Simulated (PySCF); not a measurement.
Atom-mapped SMILES (the numbers label the heavy atoms): `[CH2:1]=[C:2]([CH3:3])[c:4]1[cH:5][cH:6][n:7][cH:8][cH:9]1`. Each H is labelled by its parent atom. Ha(C1) is cis to C3; Hb(C1) is trans to C3.

Level of theory: NMR shieldings at PBE0/pcSseg-1/GIAO, PBE0-D3(BJ)/def2-SVP geometry, in PySCF 2.14.0 with density-fitted response routines (fast rotation and ring inversion assumed for equivalent nuclei, no solvent model, single conformer, non-relativistic).

Predict the 2D correlation tables (HSQC, COSY, HMBC).

Results:



HSQC (one-bond C–H):
| δH | δC |
| --- | --- |
| 8.75 (H(C6)/H(C8)) | 156.0 (C6/C8) |
| 7.21 (H(C5)/H(C9)) | 123.8 (C5/C9) |
| 6.03 (Hb(C1)) | 123.2 (C1) |
| 5.59 (Ha(C1)) | 123.2 (C1) |
| 2.16 (H(C3)) | 22.9 (C3) |

COSY cross peaks (H two or three bonds apart, from the bond graph; peaks can be absent where the dihedral angle is near 90°):
| δH | δH |
| --- | --- |
| 8.75 (H(C6)/H(C8)) | 7.21 (H(C5)/H(C9)) |
| 6.03 (Hb(C1)) | 5.59 (Ha(C1)) |

HMBC (two and three bonds, from the bond graph):
| δH | δC |
| --- | --- |
| 8.75 (H(C6)/H(C8)) | 156.0 (C6/C8), 151.3 (C4), 123.8 (C5/C9) |
| 7.21 (H(C5)/H(C9)) | 156.0 (C6/C8), 151.3 (C4), 150.0 (C2), 123.8 (C5/C9) |
| 6.03 (Hb(C1)) | 151.3 (C4), 150.0 (C2), 22.9 (C3) |
| 5.59 (Ha(C1)) | 151.3 (C4), 150.0 (C2), 22.9 (C3) |
| 2.16 (H(C3)) | 151.3 (C4), 150.0 (C2), 123.2 (C1) |

Chemical shifts δ = σref − σ; 1H (31.27 ppm), 13C (184.41 ppm) against TMS, all at this level.

Short H···H contacts in this conformer between protons four or more bonds apart (candidates for NOE cross peaks, intensity ∝ r⁻⁶): Hb(C1)···H(C9) 2.17 Å, H(C3)···H(C5) 2.24 Å, Ha(C1)···H(C3) 2.34 Å.

Shifts are as computed. Against solution values, carbons near 30 ppm lie about +2 ppm off and those near 130 ppm about +5 ppm. Of 1211 compounds with measured shifts, 218 miss one by over three times the rms of a fit or turn the order of signals round; such compounds aren't used in these exercises.
